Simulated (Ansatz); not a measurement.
Two isomers of C3H5B: A = `BC#CC`, B = `CB1C=C1`.

Computed with Ansatz on PBE0-D4/def2-TZVP structures; ΔE is electronic, products minus reactants. CCSD(T)/CBS adds triple-zeta CCSD(T) − MP2 to the extrapolated MP2 energy (def2 sets, frozen cores). Functionals use def2-TZVPP. B3LYP here is the variant with VWN-RPA as its local correlation; programs differ in this.

A:

```xyz
9

B    -0.621    1.346   -1.768
C    -0.220    0.468   -0.629
C     0.105   -0.244    0.299
C     0.493   -1.082    1.409
H     0.208    1.953   -2.380
H    -1.773    1.447   -2.073
H     0.660   -0.463    2.295
H     1.427   -1.609    1.196
H    -0.278   -1.817    1.651
```

B:

```xyz
9

C     0.5791    0.6841    1.1686
B    -0.0538   -0.0352   -0.0513
C    -0.5211   -1.2330   -0.7708
C    -0.6098   -0.0552   -1.4158
H     1.6643    0.7289    1.0215
H     0.2341    1.7149    1.2732
H     0.4083    0.1549    2.1082
H    -0.7530   -2.2735   -0.9583
H    -0.9480    0.3142   -2.3754
```

Task: Which isomer does CCSD(T)/CBS put lower? Give the gap. (An estimate is asked.)

Result: Ansatz gave: B, by 13.4 kcal/mol.

Task: Give E(B) − E(A) in kcal/mol with PBE0-D4, B2PLYP, B3LYP, CCSD/def2-TZVPP, BLYP-D4, PBE-D4, HF/def2-TZVPP. (Estimate.)

Result: The calculation gave: PBE0-D4 -18.1, B2PLYP -11.5, B3LYP -11.4, CCSD/def2-TZVPP -13.3, BLYP-D4 -9.0, PBE-D4 -15.5, HF/def2-TZVPP -11.1. None reverses the order clearly.

Task: Does the order hold for the free energy at 298.15 K (harmonic terms from PBE0-D4)? (An estimate is asked.)

Result: Ansatz gave: Yes: G(B) − G(A) = -10.4 kcal/mol. Modes under 60 cm⁻¹, often nearly free rotors, make the harmonic entropy too high.

Largest T1 diagnostic: 0.013.

At CCSD(T), def2-SVP lies −0.9 kcal/mol from the extrapolated value and def2-TZVPP +0.4 kcal/mol. Leaving LDA and LC-ωPBE aside and taking each functional with its dispersion term where it has one, the values spread over 9.1 kcal/mol, from PBE0-D4 to BLYP-D4. LDA lies −4.2 kcal/mol from PBE without D4.
